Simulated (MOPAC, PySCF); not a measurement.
O2Si, SMILES `O=[Si]=O`, neutral singlet in the gas phase. 

Cartesian coordinates (Å):
```xyz
3

O     -1.5101     0.0007     0.0000
Si     0.0000     0.0000     0.0000
O      1.5101    -0.0007     0.0000
```
Charge 0, multiplicity 1.

All levels are single points at this geometry (B3LYP-D3(BJ)/def2-TZVP); Pople sets use spherical d functions. Orbital energies aren't observables, and empty levels follow the basis.

```tsv
level	HOMO (eV)	LUMO (eV)	gap (eV)	dipole (D)	vertical IE, Delta-SCF (eV)
B3LYP-D3(BJ)/def2-TZVP in PySCF	-9.66	-3.79	5.87	0.00	12.50
PBE-D3(BJ)/def2-TZVP in PySCF	-8.37	-4.41	3.96	0.00	12.28
B3LYP/3-21G in PySCF	-8.35	-3.10	5.25	0.00	–
B3LYP/6-311+G** in PySCF	-9.80	-3.95	5.85	0.00	–
B3LYP/6-31G* in PySCF	-9.23	-3.48	5.75	0.00	12.25
BP86/6-31G* in PySCF	-8.07	-4.20	3.87	0.00	–
HF/3-21G in PySCF	-12.53	0.70	13.23	0.00	–
HF/6-31G* in PySCF	-13.58	0.28	13.86	0.00	–
PM7 in MOPAC	-12.49	-1.69	10.81	0.00	–
```
